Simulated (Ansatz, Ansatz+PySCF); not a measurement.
```yaml
atoms:
  - { symbol: C, position_ang: [0.0000, 0.0000, -0.1059] }
  - { symbol: H, position_ang: [0.0000, 1.0040, 0.3178] }
  - { symbol: H, position_ang: [0.0000, -1.0040, 0.3178] }
  - { symbol: C, position_ang: [30.0164, -0.0027, -0.1046] }
  - { symbol: H, position_ang: [29.2920, 0.7556, 0.1915] }
  - { symbol: H, position_ang: [30.6098, -0.7395, 0.4361] }
```

Basis set: cc-pVDZ (spherical functions). Frozen core: 2 orbitals. Charge 0, multiplicity 1.

Computed with Ansatz (development build ahead of 0.2.0); each method stands on the lowest determinant of its kind that the runs found. Restricted open shells among the atoms or ions are ROHF, correlated in semicanonical orbitals with singles. Restricted functionals stand beside restricted open-shell atoms, which can lie above the unrestricted atoms usual in DFT and then raise those values.

The atomization energy at this shape (free ground-state atoms in the same class of orbitals less the molecule, no zero-point energy) of singlet C₂H₄ in separate pieces:

| method | atomization energy |
| --- | --- |
| ωB97X (unrestricted) | 16.10 eV |
| r²SCAN (unrestricted) | 16.74 eV |
| PBE0 (unrestricted) | 16.49 eV |
| ωB97X (restricted) | 14.10 eV |
| PBE (unrestricted) | 16.55 eV |
| r²SCAN (restricted) | 13.75 eV |
| PBE0 (restricted) | 13.84 eV |
| UHF-CCSDT(Q) | 15.40 eV |
| UHF-CCSD(T) | 15.39 eV |
| UHF-MP2 | 15.39 eV |
| RHF-CCSD(T) | 13.15 eV |
| RHF-MP2 | 12.67 eV |
| UHF | 13.14 eV |
| RHF | 9.77 eV |

(1) What does PBE (restricted) give?

## Answers

(1) 14.01 eV. Caution for ωB97X (unrestricted), PBE0 (unrestricted), PBE (unrestricted), UHF-CCSDT(Q), UHF-CCSD(T), UHF-MP2, UHF: the unrestricted determinant is a mixture of spin states. Caution for r²SCAN (unrestricted): the unrestricted determinant is spin contaminated. Caution for ωB97X (restricted), r²SCAN (restricted), PBE0 (restricted), PBE (restricted), RHF-CCSD(T), RHF-MP2, RHF: an unrestricted determinant lies well below. Caution for UHF-CCSDT(Q), UHF-CCSD(T), UHF-MP2: a plain start can end on a higher determinant. Caution for UHF-CCSDT(Q), UHF-CCSD(T), UHF-MP2, RHF-CCSD(T), RHF-MP2: bonds are stretched, where a single reference can fail. Caution for RHF-CCSD(T): the program doubts this total; the program finds a lower state of this spin.
